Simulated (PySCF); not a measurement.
Te(Cl)(SiH3) (ClH3SiTe), SMILES [SiH3][Te]Cl. Geometry: PBE0-D3(BJ)/def2-SVP. The def2 effective core potentials stand for the cores of Te; spin–orbit coupling is left out.

Computed equilibrium geometry at PBE0-D3(BJ)/def2-SVP (PySCF confirms it by a frequency run) as Cartesian coordinates in Å, and its point group:
point group Cs.
```xyz
6

Te     0.6812     0.1128     0.0000
Cl    -1.1907     1.5976     0.0000
Si    -0.8464    -1.8742     0.0000
H     -1.6958    -1.8613     1.2237
H      0.0588    -3.0630     0.0000
H     -1.6958    -1.8613    -1.2237
```
Charge 0, spin multiplicity 1.
